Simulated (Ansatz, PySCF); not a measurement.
The pair A = H2O (SMILES O) (first 3 atoms), B = H2S (SMILES S); geometry from B3LYP-D3(BJ)/def2-TZVP.
(charge 0, multiplicity 1):
| atom | x (Å) | y (Å) | z (Å) |
|---|---|---|---|
| O | 0.0663 | 0.3707 | -0.0044 |
| H | 0.9296 | 0.6030 | -0.3628 |
| H | -0.2027 | -0.4290 | -0.4693 |
| S | 0.0129 | 0.0539 | 3.4709 |
| H | -0.0112 | 0.2281 | 2.1337 |
| H | -0.8980 | 1.0166 | 3.6825 |

Correlated levels freeze the cores. CBS(a, b) extrapolates the correlation energy as X⁻³ and adds the Hartree–Fock energy of set b. MP2 and its Hartree–Fock in aug-cc-pV(Q+d)Z are density fitted.

Programs: Ansatz (Gaussian orbitals); PySCF for the dispersion terms. Each number belongs to the level named beside it.

The monomers are drawn apart, rigid, along the line of their centres of mass. Counterpoise-corrected interaction energies (kcal/mol):

```tsv
level	R = 4.357 Å	R = 5.214 Å
PBE/def2-TZVPPD	-1.4785	-0.6586
PBE-D3(BJ)/def2-TZVPPD	-1.7005	-0.7421
wB97M-V/def2-TZVPPD	-1.4952	-0.6901
MP2/CBS(aug-cc-pV(T+d)Z, aug-cc-pV(Q+d)Z) + ΔCCSD(T)/aug-cc-pV(T+d)Z	-1.5627	-0.7041
```

**Question.** R is the distance of the centres of mass. Find the local exponent m of E ∝ R⁻ᵐ between the two points.

**Answer.** 
m = ln(E₁/E₂)/ln(R₂/R₁): PBE/def2-TZVPPD 4.5; PBE-D3(BJ)/def2-TZVPPD 4.6; wB97M-V/def2-TZVPPD 4.3; MP2/CBS(aug-cc-pV(T+d)Z, aug-cc-pV(Q+d)Z) + ΔCCSD(T)/aug-cc-pV(T+d)Z 4.4. For scale, two fixed dipoles give m = 3, dipole and quadrupole 4, quadrupoles 5, and dispersion or dipole-induced dipole 6 at long range; at these distances several terms mix, and what is left of overlap and damping shifts m, so it need not match one of them.

Ansatz is a program for electronic structure.
